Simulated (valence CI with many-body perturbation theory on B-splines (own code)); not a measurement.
**Hg LXXIII: electric-dipole lines**

Level of theory: valence CI with perturbative core correlation (CI+MBPT): six valence electrons over a frozen Dirac-Fock core [He], radial functions for each j: 9 s, 9 p, 8 d, 6 f, 3 g, 1 h, with the one-electron correlation potential Σ1, the two-electron term Σ2, the three-electron term Σ3, Breit, model QED; selected CI, second order for the rest, scaled by the run's own slope (own B-spline code, finite nucleus).

The last digits are not significant, and no measured levels were compared; by estimate large intervals hold to a few tenths of a per cent, small ones and those within an open d or f shell to about a per cent. Among the levels kept, up to 1900 cm⁻¹ of a level comes from second order outside the variational space, and about a tenth of that is noise between levels of different J, which matters for small intervals.

Lines 1 to 50 of 197 in falling wavelength, among levels below 12815 eV, chosen from the strongest by gf and those to the six lowest levels. Wavelengths and rates use the calculated energies. Electric multipoles are in the length gauge with retardation, E1 and E2 with the static RPA response of the core. Weak lines are less certain than strong ones. Lines between different terms over intervals too small for the method are left out, as are lines whose strength nearly cancels. The highest levels of a list are the least certain.

Levels are named by their leading jj configuration (3d3/2^4 stands for four electrons in 3d with j = 3/2), which in mixed levels can hold well under half, so a name can repeat and another be missing. Letters in brackets count levels of one name in rising energy.

```
λ vac (Å)                               Upper                               Lower   A (s⁻¹)  S (a.u.)
    123.5  (2s 2p1/2^2 2p3/2^2 3p1/2) J=1 [a]         (2s 2p1/2^2 2p3/2^2 3s) J=0  2.57e+09  7.16e-03
    109.8  (2s 2p1/2^2 2p3/2^2 3p1/2) J=2 [a]     (2s 2p1/2^2 2p3/2^2 3s) J=2 [a]  2.33e+09  7.61e-03
    109.0      (2s 2p1/2^2 2p3/2^2 3p1/2) J=3     (2s 2p1/2^2 2p3/2^2 3s) J=2 [a]  6.26e+09  2.80e-02
    104.8  (2s^2 2p1/2 2p3/2^2 3p1/2) J=2 [a]         (2s^2 2p1/2 2p3/2^2 3s) J=3  2.39e+09  6.79e-03
    102.3  (2s^2 2p1/2 2p3/2^2 3p1/2) J=1 [a]     (2s^2 2p1/2 2p3/2^2 3s) J=1 [a]  2.26e+09  3.58e-03
    99.53      (2s^2 2p1/2 2p3/2^2 3p1/2) J=3     (2s^2 2p1/2 2p3/2^2 3s) J=2 [b]  8.25e+09  2.81e-02
    98.01  (2s 2p1/2^2 2p3/2^2 3p1/2) J=1 [b]     (2s 2p1/2^2 2p3/2^2 3s) J=2 [b]  1.31e+10  1.83e-02
    96.68  (2s 2p1/2^2 2p3/2^2 3p1/2) J=2 [b]     (2s 2p1/2^2 2p3/2^2 3s) J=2 [b]  8.24e+09  1.84e-02
    96.41      (2s^2 2p1/2^2 2p3/2 3p1/2) J=1         (2s^2 2p1/2^2 2p3/2 3s) J=1  2.98e+09  3.95e-03
    96.10  (2s^2 2p1/2 2p3/2^2 3p1/2) J=1 [b]     (2s^2 2p1/2 2p3/2^2 3s) J=1 [b]  1.11e+10  1.46e-02
    95.96  (2s^2 2p1/2 2p3/2^2 3p1/2) J=2 [a]     (2s^2 2p1/2 2p3/2^2 3s) J=1 [a]  6.34e+09  1.38e-02
    95.60      (2s^2 2p1/2^2 2p3/2 3p1/2) J=2         (2s^2 2p1/2^2 2p3/2 3s) J=1  8.60e+09  1.86e-02
    93.60      (2s^2 2p1/2^2 2p3/2 3d3/2) J=2      (2s^2 2p1/2^2 2p3/2 3p3/2) J=1  1.16e+09  2.35e-03
    93.57  (2s^2 2p1/2 2p3/2^2 3p1/2) J=1 [b]         (2s^2 2p1/2 2p3/2^2 3s) J=0  6.14e+09  7.45e-03
    92.34  (2s 2p1/2^2 2p3/2^2 3p1/2) J=1 [b]     (2s 2p1/2^2 2p3/2^2 3s) J=1 [b]  3.29e+09  3.83e-03
    92.08      (2s^2 2p1/2 2p3/2^2 3p1/2) J=3         (2s^2 2p1/2 2p3/2^2 3s) J=3  8.54e+09  2.30e-02
    92.02  (2s^2 2p1/2 2p3/2^2 3p1/2) J=1 [a]     (2s^2 2p1/2 2p3/2^2 3s) J=2 [a]  1.57e+10  1.82e-02
    91.16  (2s 2p1/2^2 2p3/2^2 3p1/2) J=2 [b]     (2s 2p1/2^2 2p3/2^2 3s) J=1 [b]  1.03e+10  1.92e-02
    89.42      (2s^2 2p1/2^2 2p3/2 3p1/2) J=1         (2s^2 2p1/2^2 2p3/2 3s) J=2  1.77e+10  1.87e-02
    88.73      (2s^2 2p1/2^2 2p3/2 3p1/2) J=2         (2s^2 2p1/2^2 2p3/2 3s) J=2  1.13e+10  1.95e-02
    87.38      (2s^2 2p1/2^2 2p3/2 3d3/2) J=3      (2s^2 2p1/2^2 2p3/2 3p3/2) J=3  3.32e+09  7.65e-03
    87.24  (2s 2p1/2^2 2p3/2^2 3p1/2) J=1 [a]     (2s 2p1/2^2 2p3/2^2 3s) J=1 [a]  1.61e+10  1.59e-02
    86.86  (2s^2 2p1/2 2p3/2^2 3p1/2) J=2 [a]     (2s^2 2p1/2 2p3/2^2 3s) J=2 [a]  9.51e+09  1.54e-02
    86.68      (2s 2p1/2^2 2p3/2^2 3p1/2) J=0     (2s 2p1/2^2 2p3/2^2 3s) J=1 [a]  2.37e+10  7.63e-03
    84.38  (2s 2p1/2^2 2p3/2^2 3p1/2) J=2 [a]         (2s 2p1/2^2 2p3/2^2 3s) J=3  2.05e+10  3.03e-02
    83.91      (2s 2p1/2^2 2p3/2^2 3p1/2) J=3         (2s 2p1/2^2 2p3/2^2 3s) J=3  1.24e+10  2.53e-02
    72.25  (2s^2 2p1/2 2p3/2^2 3p1/2) J=2 [b]     (2s^2 2p1/2 2p3/2^2 3s) J=2 [b]  8.65e+09  8.05e-03
    68.25  (2s^2 2p1/2 2p3/2^2 3p1/2) J=2 [b]         (2s^2 2p1/2 2p3/2^2 3s) J=3  3.02e+10  2.37e-02
    67.36      (2s^2 2p1/2 2p3/2^2 3p1/2) J=0     (2s^2 2p1/2 2p3/2^2 3s) J=1 [b]  5.42e+10  8.18e-03
    64.38  (2s^2 2p1/2 2p3/2^2 3p1/2) J=2 [b]     (2s^2 2p1/2 2p3/2^2 3s) J=1 [a]  7.93e+09  5.22e-03
    60.15  (2s^2 2p1/2 2p3/2^2 3p1/2) J=2 [b]     (2s^2 2p1/2 2p3/2^2 3s) J=2 [a]  7.20e+09  3.87e-03
    48.42      (2s^2 2p1/2^2 2p3/2 3d5/2) J=2      (2s^2 2p1/2^2 2p3/2 3p3/2) J=2  4.55e+10  1.28e-02
    48.01      (2s^2 2p1/2^2 2p3/2 3d5/2) J=1      (2s^2 2p1/2^2 2p3/2 3p3/2) J=0  6.66e+10  1.09e-02
    45.42      (2s^2 2p1/2^2 2p3/2 3d5/2) J=3      (2s^2 2p1/2^2 2p3/2 3p3/2) J=2  1.27e+11  4.13e-02
    44.93      (2s^2 2p1/2^2 2p3/2 3d5/2) J=4      (2s^2 2p1/2^2 2p3/2 3p3/2) J=3  1.60e+11  6.44e-02
    43.09      (2s^2 2p1/2^2 2p3/2 3d5/2) J=1      (2s^2 2p1/2^2 2p3/2 3p3/2) J=2  8.29e+09  9.82e-04
    43.01      (2s^2 2p1/2^2 2p3/2 3d5/2) J=2      (2s^2 2p1/2^2 2p3/2 3p3/2) J=1  1.12e+11  2.20e-02
    40.54      (2s^2 2p1/2^2 2p3/2 3d5/2) J=3      (2s^2 2p1/2^2 2p3/2 3p3/2) J=3  3.75e+10  8.62e-03
    38.75      (2s^2 2p1/2^2 2p3/2 3d5/2) J=1      (2s^2 2p1/2^2 2p3/2 3p3/2) J=1  1.13e+11  9.77e-03
    36.81  (2s 2p1/2^2 2p3/2^2 3p1/2) J=2 [a]  (2s^2 2p1/2 2p3/2^2 3p1/2) J=2 [b]  8.55e+09  1.05e-03
    36.72      (2s 2p1/2^2 2p3/2^2 3p1/2) J=3  (2s^2 2p1/2 2p3/2^2 3p1/2) J=2 [b]  1.04e+10  1.77e-03
    33.37         (2s 2p1/2^2 2p3/2^2 3s) J=3         (2s^2 2p1/2 2p3/2^2 3s) J=3  1.77e+10  2.27e-03
    32.23      (2s 2p1/2^2 2p3/2^2 3p1/2) J=3      (2s^2 2p1/2 2p3/2^2 3p1/2) J=3  2.02e+10  2.34e-03
    31.98  (2s 2p1/2^2 2p3/2^2 3p1/2) J=1 [a]      (2s^2 2p1/2 2p3/2^2 3p1/2) J=0  1.81e+10  8.75e-04
    31.35     (2s 2p1/2^2 2p3/2^2 3s) J=2 [a]     (2s^2 2p1/2 2p3/2^2 3s) J=2 [b]  1.46e+10  1.11e-03
    31.31         (2s 2p1/2^2 2p3/2^2 3s) J=3     (2s^2 2p1/2 2p3/2^2 3s) J=2 [a]  1.65e+10  1.75e-03
    30.98  (2s 2p1/2^2 2p3/2^2 3p1/2) J=2 [a]  (2s^2 2p1/2 2p3/2^2 3p1/2) J=2 [a]  2.39e+10  1.75e-03
    30.92      (2s 2p1/2^2 2p3/2^2 3p1/2) J=3  (2s^2 2p1/2 2p3/2^2 3p1/2) J=2 [a]  1.81e+10  1.85e-03
    30.37  (2s 2p1/2^2 2p3/2^2 3p1/2) J=2 [a]  (2s^2 2p1/2 2p3/2^2 3p1/2) J=1 [a]  3.86e+10  2.67e-03
    29.77     (2s 2p1/2^2 2p3/2^2 3s) J=2 [a]     (2s^2 2p1/2 2p3/2^2 3s) J=1 [a]  2.66e+10  1.73e-03
```
